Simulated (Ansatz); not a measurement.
Gas-phase electronic energies from Ansatz, PBE0-D4/def2-TZVP geometries. CCSD(T)/CBS is the MP2 limit (def2-TZVPP, def2-QZVPP) plus CCSD(T) − MP2 in def2-TZVPP, frozen cores. This one scheme is used for every species, atoms too. Functionals use def2-TZVPP. Open shells (•) are unrestricted, without spin–orbit coupling. Spin–orbit coupling would lower the free atoms: a little for Cl. One conformer a species, not always the lowest.

Consider the homolysis of the Cl–Si bond: `S[Si](Cl)(Cl)Cl` → Cl• + `S[Si](Cl)Cl`•.

```json
{"level": "LDA (SPW92)", "ΔE (eV)": "5.23", "difference from CCSD(T)/CBS": "0.42"}
{"level": "revPBE-D4", "ΔE (eV)": "4.52", "difference from CCSD(T)/CBS": "-0.29"}
{"level": "BLYP-D4", "ΔE (eV)": "4.41", "difference from CCSD(T)/CBS": "-0.40"}
{"level": "r2SCAN0-D4", "ΔE (eV)": "4.59", "difference from CCSD(T)/CBS": "-0.22"}
{"level": "BHLYP-D4", "ΔE (eV)": "4.51", "difference from CCSD(T)/CBS": "-0.30"}
{"level": "ωB97X-V", "ΔE (eV)": "4.79", "difference from CCSD(T)/CBS": "-0.02"}
{"level": "ωB97M-V", "ΔE (eV)": "4.85", "difference from CCSD(T)/CBS": "0.04"}
{"level": "B2PLYP", "ΔE (eV)": "4.55", "difference from CCSD(T)/CBS": "-0.26"}
{"level": "PBE", "ΔE (eV)": "4.53", "difference from CCSD(T)/CBS": "-0.28"}
{"level": "revPBE", "ΔE (eV)": "4.30", "difference from CCSD(T)/CBS": "-0.51"}
{"level": "BLYP", "ΔE (eV)": "4.21", "difference from CCSD(T)/CBS": "-0.60"}
{"level": "r2SCAN", "ΔE (eV)": "4.60", "difference from CCSD(T)/CBS": "-0.21"}
{"level": "r2SCAN0", "ΔE (eV)": "4.56", "difference from CCSD(T)/CBS": "-0.25"}
{"level": "LC-ωPBE", "ΔE (eV)": "4.60", "difference from CCSD(T)/CBS": "-0.21"}
{"level": "CCSD(T)/def2-SVP", "ΔE (eV)": "4.38", "difference from CCSD(T)/CBS": "-0.43"}
{"level": "HF/def2-TZVPP", "ΔE (eV)": "3.53", "difference from CCSD(T)/CBS": "-1.28"}
{"level": "CCSD(T)/CBS", "ΔE (eV)": "4.81", "difference from CCSD(T)/CBS": "0"}
```

Largest T1 diagnostic among the species: 0.013.

In def2-TZVPP, CCSD(T) changes the Hartree–Fock value by +1.09 eV (the triples alone add +0.10 eV) and MP2 by +1.37 eV; breaking electron pairs costs correlation energy, which Hartree–Fock lacks. From PBE to PBE0 (25 % exact exchange), in def2-TZVPP and without D4, ΔE moves by +0.04 eV.

CCSD(T)/CBS has its own doubt, a few kJ/mol and more with outer-core shells, so smaller differences from it don't rank the levels.
